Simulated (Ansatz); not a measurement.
C3H8OSi (`C=CO[SiH2]C`). Charge 0, multiplicity 1. Geometry: relaxed with PBE0-D4/def2-TZVP. It is one conformer, not always the lowest.

```xyz
13

C     1.957    0.304    0.468
C     1.058    0.178    1.436
O    -0.279    0.312    1.327
Si   -1.153    0.566   -0.067
C    -1.121   -0.926   -1.176
H     3.005    0.176    0.699
H     1.692    0.546   -0.555
H     1.354   -0.053    2.455
H    -0.623    1.760   -0.780
H    -2.525    0.842    0.421
H    -1.523   -1.800   -0.659
H    -1.734   -0.743   -2.063
H    -0.107   -1.161   -1.506
```

Problem. What is the dipole moment at PBE/def2-TZVPP? (Estimate.)

Solution. Ansatz gave: 1.06 D, with components (-0.03, -0.66, -0.83) D in this frame, pointing from negative to positive charge.

Problem. And with r2SCAN, B3LYP, ωB97M-V? (Estimate.)

Solution. Ansatz gave: r2SCAN 1.07 D, B3LYP 1.04 D, ωB97M-V 1.04 D.

Problem. Give the Mulliken charges with PBE, r2SCAN, B3LYP in def2-TZVPP. (An estimate is asked.)

Solution. The calculation gave: 
```csv
atom,PBE,r2SCAN,B3LYP
C1,-0.23,-0.24,-0.26
C2,0.04,0.11,0.07
O3,-0.26,-0.35,-0.34
Si4,0.38,0.47,0.47
C5,-0.36,-0.30,-0.38
H6,0.09,0.08,0.10
H7,0.07,0.07,0.08
H8,0.09,0.08,0.11
H9,-0.08,-0.08,-0.08
H10,-0.07,-0.09,-0.08
H11,0.11,0.08,0.11
H12,0.11,0.08,0.10
H13,0.11,0.08,0.11
```

B3LYP here is the variant with VWN-RPA as its local correlation; programs differ in this.
